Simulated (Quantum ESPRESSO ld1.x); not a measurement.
Results of a calculation; reference values are marked as such.
All-electron atom: the argon ion Ar2+ in [Ne] 3s2 3p4. Code: ld1.x of Quantum ESPRESSO 7.5. Model: Dirac Kohn-Sham, PBEsol, spin-unpolarised, spherical densities, point nucleus; open shells fill j = l - 1/2 first.

Normalised radial functions P(r) = r R(r) (large component), r in bohr:

```
   r/bohr * 1s1/2 (the largest magnitude, 3.04, reaches the edge; | marks zero)
 0.009712 |                     *
  0.01415 |                             *
   0.0206 |                                      *
  0.02977 |                                              *
  0.04335 |                                                     *
  0.06314 |                                                      *
  0.09196 |                                               *
   0.1339 |                                 *
   0.1951 |                *
   0.2819 |     *
   0.4105 |*
   0.5979 *
   0.8708 *
    1.268 *
    1.832 *
    2.669 *
    3.887 *
    5.661 *
```

1s1/2: eigenvalue -3146.0 eV, 0 radial nodes, <r> = 0.0858 bohr, 90 % of the charge inside 0.153 bohr.
